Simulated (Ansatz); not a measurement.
Compare A (`F[CH](F)[GeH3]`) with its isomer B (`[CH3][GeH]([F])[F]`).

Isolated molecules relaxed with PBE0-D4/def2-TZVP in Ansatz; ΔE leaves out vibrations. CBS: MP2 limit from def2 TZ/QZ plus the TZ coupled-cluster correction, frozen cores. DFT in def2-TZVPP. B3LYP here is the variant with VWN-RPA as its local correlation; programs differ in this. For Ge outer-core shells are correlated without core-valence functions, which leaves a few kJ/mol of doubt a bond. Scalar relativity is left out up to krypton.

**Question.** Which is lower in electronic energy at CCSD(T)/CBS, and by how much? (Estimate.)

**Answer.** Computed: B, by 76.3 kcal/mol.

**Question.** Give E(B) − E(A) in kcal/mol with B3LYP-D4, HF/def2-TZVPP, PBE0-D4, r2SCAN-D4, LDA (SPW92), B3LYP, MP2/def2-TZVPP. (An estimate is asked.)

**Answer.** Ansatz gave: B3LYP-D4 -72.9, HF/def2-TZVPP -77.0, PBE0-D4 -71.7, r2SCAN-D4 -73.7, LDA (SPW92) -65.8, B3LYP -72.8, MP2/def2-TZVPP -80.3. None reverses the order clearly.

**Question.** Does the order hold for the free energy at 298.15 K (harmonic terms from PBE0-D4)? (An estimate is asked.)

**Answer.** Computed: Yes: G(B) − G(A) = -73.9 kcal/mol.

Largest T1 diagnostic: 0.012.

From r2SCAN to r2SCAN0 (25 % exact exchange), in def2-TZVPP and without D4, E(B) − E(A) moves by −1.0 kcal/mol. At CCSD(T), def2-SVP lies +5.9 kcal/mol from the extrapolated value and def2-TZVPP +0.8 kcal/mol.
